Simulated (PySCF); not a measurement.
## Removing an electron from `CC(C)(C)B(O)O`

Compound: C4H11BO2.
Z-matrix (Å and degrees, PBE0-D3(BJ)/def2-SVP geometry), rows numbered from 1:
```
C 
C   1  1.5342
C   2  1.5345  1  109.34
C   2  1.5303  1  109.64  3   120.28
B   2  1.5937  1  108.30  3  -117.63
O   5  1.3672  2  123.95  1  -123.65
O   5  1.3605  2  118.48  1    56.48
H   1  1.1025  2  111.70  3  -178.98
H   1  1.1001  2  111.15  3    60.81
H   1  1.1042  2  110.75  3   -59.28
H   3  1.1002  2  111.17  1   -60.40
H   3  1.1025  2  111.79  1   179.26
H   3  1.1043  2  110.72  1    59.56
H   4  1.1041  2  111.99  1  -178.84
H   4  1.1032  2  111.11  1   -59.80
H   4  1.1037  2  111.92  1    59.40
H   6  0.9617  5  112.27  2     0.15
H   7  0.9637  5  111.31  2   179.65
```

Level: B3LYP/def2-SVPD (PySCF). Frontier orbitals with their largest atomic shares (Löwdin; up to four atoms above 4 %):

```
orbital  ε (eV)                           main atoms
 HOMO−3   -9.13   O6 21 %, C1 14 %, O7 14 %, C3 14 %
 HOMO−2   -9.05   C4 23 %, C2 21 %, C1 13 %, C3 12 %
 HOMO−1   -8.96    O7 36 %, O6 16 %, C2 10 %, C1 9 %
   HOMO   -7.97                                    ?
   LUMO   -0.22    B5 34 %, O6 12 %, O7 9 %, H17 7 %
 LUMO+1    0.62  O7 22 %, O6 17 %, H18 14 %, C4 10 %
 LUMO+2    0.91    B5 22 %, O6 16 %, O7 13 %, C3 8 %
```

Question: What vertical ionisation energy does ΔSCF give, and how far is −ε(HOMO) from it?

Answer: ΔSCF: 10.13 eV (977 kJ/mol; threshold wavelength 122 nm); ⟨S²⟩ of the doublet left behind is 0.752, against 0.75 for a pure doublet. −ε(HOMO) is 7.97 eV, 2.16 eV below it. For the exact functional −ε(HOMO) would equal the first vertical ionisation energy; B3LYP (global hybrid, 20 % exact exchange) falls short of its own ΔSCF value by 21 %.

Question: On which atoms does the HOMO lie?

Answer: C2 (sp3 carbon bound to boron) 29 %, B5 (three-coordinate boron) 18 %, O6 (boron-bound oxygen) 10 %, C1 (methyl carbon) 9 %, so no atom holds as much as 40 %. The HOMO−1 lies 0.99 eV lower.

Question: With α = 72.2 au, estimate the like-pair dispersion coefficient by London's formula C6 = (3/4)α²I.

Answer: I = 0.3722 Eh, so C6 ≈ 1450 au, a rough estimate.

Question: What total energies stand behind the ΔSCF value?

Answer: E(N) = -334.25765 Eh and E(N − 1) = -333.88548 Eh at the same geometry, 0.37217 Eh apart.

One conformer (not necessarily the lowest) at the PBE0-D3(BJ)/def2-SVP geometry, without solvent, vibrations or thermal averaging.
